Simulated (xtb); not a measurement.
xtb input (GFN1-xTB):

```bash
xtb mol.xyz --gfn 1 --opt tight --chrg 0 --uhf 0
```
mol.xyz:
```
17

C     -2.34373969     1.27802714    -0.22480489
C     -1.69128247    -0.05558372    -0.59912531
Ge     0.06160087    -0.29455830     0.21879822
F      0.65769326    -1.87594510    -0.24236367
F     -0.17704947    -0.42236050     1.94954756
C      1.49646626     0.98714093    -0.09283640
C      1.83643576     1.14775991    -1.57707236
H     -3.32794345     1.37281622    -0.68706613
H     -1.74441683     2.12841997    -0.55728587
H     -2.47499009     1.36698016     0.85456931
H     -2.30159942    -0.90096040    -0.27733152
H     -1.56413512    -0.14665458    -1.67987134
H      1.18971437     1.93703105     0.34997777
H      2.35760163     0.63317332     0.47624406
H      0.98229567     1.51583253    -2.14966884
H      2.14735383     0.19968582    -2.01829050
H      2.65181851     1.86022620    -1.71444129
```

Output:

```
           -------------------------------------------------
          |                Calculation Setup                |
           -------------------------------------------------

           -------------------------------------------------
          |                 G F N 1 - x T B                 |
           -------------------------------------------------

        Reference                      10.1021/acs.jctc.7b00118
      * Hamiltonian:
        H0-scaling (s, p, d)           1.850000    2.250000    2.000000
        zeta-weighting                 0.000000
      * Dispersion:
        s8                             2.400000
        a1                             0.630000
        a2                             5.000000
        s9                             0.000000
      * Repulsion:
        kExp                           1.500000
        rExp                           1.000000
      * Coulomb:
        alpha                          2.000000
        third order                    atomic
        anisotropic                    false
      * Halogen bond correction:
        rad-scale                      1.300000
        damping                        0.440000

          ...................................................
          :                      SETUP                      :
          :.................................................:
          :  # basis functions                  54          :
          :  # atomic orbitals                  53          :
          :  # shells                           35          :
          :  # electrons                        44          :
          :  # halogen bonds                     0          :
          :  max. iterations                   250          :
          :  Hamiltonian                  GFN1-xTB          :
          :  restarted?                      false          :
          :  GBSA solvation                  false          :
          :  PC potential                    false          :
          :  electronic temp.          300.0000000     K    :
          :  accuracy                    1.0000000          :
          :  -> integral cutoff          0.2500000E+02      :
          :  -> integral neglect         0.1000000E-07      :
          :  -> SCF convergence          0.1000000E-05 Eh   :
          :  -> wf. convergence          0.2000000E-04 e    :
          :  Broyden damping             0.4000000          :
          :  net charge                          0          :
          :  unpaired electrons                  0          :
          ...................................................

 iter      E             dE          RMSdq      gap      omega  full diag
   1    -26.0137161 -0.260137E+02  0.726E+00    6.48       0.0  T
   2    -26.0113382  0.237790E-02  0.441E+00    6.31       1.0  T
   3    -25.4150183  0.596320E+00  0.289E+00    7.26       1.0  T
   4    -26.0455398 -0.630522E+00  0.264E-01    6.56       1.0  T
   5    -26.0458622 -0.322419E-03  0.102E-01    6.56       1.0  T
   6    -26.0459727 -0.110424E-03  0.245E-02    6.55       1.0  T
   7    -26.0459685  0.418338E-05  0.113E-02    6.55       2.1  T
[...]
        53                          0.5041558              13.7188
      -------------------------------------------------------------
                  HL-Gap            0.2455989 Eh            6.6831 eV
             Fermi-level           -0.3161802 Eh           -8.6037 eV

  Mulliken/CM5 charges         n(s)   n(p)   n(d)
     1C    -0.07529 -0.22389   1.011  3.064  0.000
     2C    -0.08846 -0.18140   1.055  3.033  0.000
     3Ge    0.58860  0.55607   1.375  1.519  0.517
     4F    -0.33410 -0.34444   1.830  5.504  0.000
     5F    -0.33410 -0.34444   1.830  5.504  0.000
     6C    -0.08846 -0.18140   1.055  3.033  0.000
     7C    -0.07529 -0.22389   1.011  3.064  0.000
     8H     0.03273  0.08398   0.967  0.000  0.000
     9H     0.02741  0.07949   0.973  0.000  0.000
    10H     0.04289  0.09528   0.957  0.000  0.000
    11H     0.05922  0.11571   0.941  0.000  0.000
    12H     0.04130  0.09724   0.959  0.000  0.000
    13H     0.04130  0.09724   0.959  0.000  0.000
    14H     0.05922  0.11571   0.941  0.000  0.000
    15H     0.02741  0.07949   0.973  0.000  0.000
    16H     0.04289  0.09528   0.957  0.000  0.000
    17H     0.03273  0.08398   0.967  0.000  0.000

Wiberg/Mayer (AO) data.
largest (>0.10) Wiberg bond orders for each atom

 ---------------------------------------------------------------------------
     #   Z sym  total        # sym  WBO       # sym  WBO       # sym  WBO
 ---------------------------------------------------------------------------
     1   6 C    3.998 --     2 C    1.019     8 H    0.985     9 H    0.980
                            10 H    0.978
     2   6 C    3.992 --     1 C    1.019    12 H    0.955    11 H    0.947
                             3 Ge   0.885
     3  32 Ge   3.981 --     5 F    0.993     4 F    0.993     2 C    0.885
                             6 C    0.885
     4   9 F    1.137 --     3 Ge   0.993
     5   9 F    1.137 --     3 Ge   0.993
     6   6 C    3.992 --     7 C    1.019    13 H    0.955    14 H    0.947
                             3 Ge   0.885
     7   6 C    3.998 --     6 C    1.019    17 H    0.985    15 H    0.980
                            16 H    0.978
Note: The following floating-point exceptions are signalling: IEEE_DENORMAL
normal termination of xtb
     8   1 H    1.007 --     1 C    0.985
     9   1 H    1.005 --     1 C    0.980
    10   1 H    1.003 --     1 C    0.978
    11   1 H    1.000 --     2 C    0.947
    12   1 H    1.004 --     2 C    0.955
    13   1 H    1.004 --     6 C    0.955
    14   1 H    1.000 --     6 C    0.947
    15   1 H    1.005 --     7 C    0.980
    16   1 H    1.003 --     7 C    0.978
    17   1 H    1.007 --     7 C    0.985
 ---------------------------------------------------------------------------

Topologies differ in total number of bonds
Writing topology from bond orders to xtbtopo.mol

 dipole moment from electron density (au)
     X       Y       Z
  -0.3035   1.4510  -1.0778  total (Debye):    4.659

           -------------------------------------------------
          |                Geometry Summary                 |
           -------------------------------------------------

      molecular mass/u    :      168.7467076
   center of mass at/Å    :        0.0085221      -0.0407501       0.0302692
  moments of inertia/u·Å² :        0.2463983E+03   0.3380744E+03   0.4197573E+03
rotational constants/cm⁻¹ :        0.6841618E-01   0.4986367E-01   0.4016043E-01

 * 16 selected distances

     #   Z          #   Z                                           value/Å
     1   6 C        2   6 C                                       1.5273740
     2   6 C        3  32 Ge                                      1.9586480
     3  32 Ge       4   9 F                                       1.7454361
     3  32 Ge       5   9 F                                       1.7454361
     3  32 Ge       6   6 C                                       1.9586480 (max)
     6   6 C        7   6 C                                       1.5273740
     1   6 C        8   1 H                                       1.0908843 (min)
     1   6 C        9   1 H                                       1.0918933
     1   6 C       10   1 H                                       1.0913504
     2   6 C       11   1 H                                       1.0953081
     2   6 C       12   1 H                                       1.0946277
     6   6 C       13   1 H                                       1.0946277
     6   6 C       14   1 H                                       1.0953081
     7   6 C       15   1 H                                       1.0918933
     7   6 C       16   1 H                                       1.0913504
     7   6 C       17   1 H                                       1.0908843

 * 4 distinct bonds (by element types)

   Z      Z             #   av. dist./Å        max./Å        min./Å
   1 H    6 C          10     1.0928127     1.0953081     1.0908843
   6 C    6 C           2     1.5273740     1.5273740     1.5273740
   6 C   32 Ge          2     1.9586480     1.9586480     1.9586480
   9 F   32 Ge          2     1.7454361     1.7454361     1.7454361

optimized geometry written to: xtbopt.xyz

           -------------------------------------------------
          | TOTAL ENERGY              -25.842180177792 Eh   |
          | GRADIENT NORM               0.000096571793 Eh/α |
          | HOMO-LUMO GAP               6.683085770042 eV   |
           -------------------------------------------------

------------------------------------------------------------------------
------------------------------------------------------------------------
 total:
 SCF:
 ANC optimizer:
```
